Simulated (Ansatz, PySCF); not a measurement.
Breaking the Ga1–Cl2 bond in GaCl (multiplicity 1 held). Energies count from the point at 2.239 Å.


Restricted levels (R-, RO-) in cc, def2 and unpolarised 6-31G sets keep to the state of the molecule at rest. U- levels take the lowest unrestricted solution at each point, which mixes spins at long bonds. Active spaces are followed from rest. Curves can end on different states.

Cores are frozen in the correlated methods. Filled d and f shells under p-block atoms count as core. Rows in 3-21G carry no dispersion term and start afresh at each structure; the Pople sets are all-electron and without relativity.

Programs: Ansatz (Gaussian orbitals); PySCF for 3-21G rows. Each number belongs to the level named beside it.

Energies in kcal/mol.

```json
[
 {"R (Å)": "1.791", "R-HF/3-21G": "67.2", "U-r2SCAN/def2-TZVPP": "?", "R-wB97X-V/def2-TZVPP": "46.1", "FIC-MRCISD+Q on CASSCF(10,8)/def2-TZVPP": "50.9"},
 {"R (Å)": "2.015", "R-HF/3-21G": "15.2", "U-r2SCAN/def2-TZVPP": "6.6", "R-wB97X-V/def2-TZVPP": "6.8", "FIC-MRCISD+Q on CASSCF(10,8)/def2-TZVPP": "8.2"},
 {"R (Å)": "2.239", "R-HF/3-21G": "0.0", "U-r2SCAN/def2-TZVPP": "0.0", "R-wB97X-V/def2-TZVPP": "0.0", "FIC-MRCISD+Q on CASSCF(10,8)/def2-TZVPP": "0.0"},
 {"R (Å)": "2.463", "R-HF/3-21G": "1.8", "U-r2SCAN/def2-TZVPP": "6.1", "R-wB97X-V/def2-TZVPP": "6.1", "FIC-MRCISD+Q on CASSCF(10,8)/def2-TZVPP": "5.6"},
 {"R (Å)": "2.687", "R-HF/3-21G": "10.5", "U-r2SCAN/def2-TZVPP": "16.8", "R-wB97X-V/def2-TZVPP": "16.8", "FIC-MRCISD+Q on CASSCF(10,8)/def2-TZVPP": "16.2"},
 {"R (Å)": "3.023", "R-HF/3-21G": "26.5", "U-r2SCAN/def2-TZVPP": "34.1", "R-wB97X-V/def2-TZVPP": "34.4", "FIC-MRCISD+Q on CASSCF(10,8)/def2-TZVPP": "33.9"},
 {"R (Å)": "3.358", "R-HF/3-21G": "41.4", "U-r2SCAN/def2-TZVPP": "49.5", "R-wB97X-V/def2-TZVPP": "50.5", "FIC-MRCISD+Q on CASSCF(10,8)/def2-TZVPP": "50.2"},
 {"R (Å)": "3.918", "R-HF/3-21G": "61.5", "U-r2SCAN/def2-TZVPP": "69.2", "R-wB97X-V/def2-TZVPP": "72.0", "FIC-MRCISD+Q on CASSCF(10,8)/def2-TZVPP": "71.8"},
 {"R (Å)": "4.478", "R-HF/3-21G": "76.8", "U-r2SCAN/def2-TZVPP": "80.7", "R-wB97X-V/def2-TZVPP": "87.9", "FIC-MRCISD+Q on CASSCF(10,8)/def2-TZVPP": "87.8"},
 {"R (Å)": "5.150", "R-HF/3-21G": "90.5", "U-r2SCAN/def2-TZVPP": "87.5", "R-wB97X-V/def2-TZVPP": "101.7", "FIC-MRCISD+Q on CASSCF(10,8)/def2-TZVPP": "103.2"},
 {"R (Å)": "6.045", "R-HF/3-21G": "102.7", "U-r2SCAN/def2-TZVPP": "?", "R-wB97X-V/def2-TZVPP": "113.7", "FIC-MRCISD+Q on CASSCF(10,8)/def2-TZVPP": "107.7"},
 {"R (Å)": "7.165", "R-HF/3-21G": "112.3", "U-r2SCAN/def2-TZVPP": "93.8", "R-wB97X-V/def2-TZVPP": "122.7", "FIC-MRCISD+Q on CASSCF(10,8)/def2-TZVPP": "108.2"},
 {"R (Å)": "8.956", "R-HF/3-21G": "121.8", "U-r2SCAN/def2-TZVPP": "95.5", "R-wB97X-V/def2-TZVPP": "130.9", "FIC-MRCISD+Q on CASSCF(10,8)/def2-TZVPP": "108.2"}
]
```

Q: What belongs in the gaps?

A: 
- 6.045, U-r2SCAN/def2-TZVPP: 91.7
- 1.791, U-r2SCAN/def2-TZVPP: 45.4

Doubts at one or more of the structures used: a restricted determinant that unrestricted orbitals would lower (R-HF/3-21G, R-wB97X-V/def2-TZVPP); a spin-contaminated determinant (U-r2SCAN/def2-TZVPP).

Ansatz is an electronic-structure program.
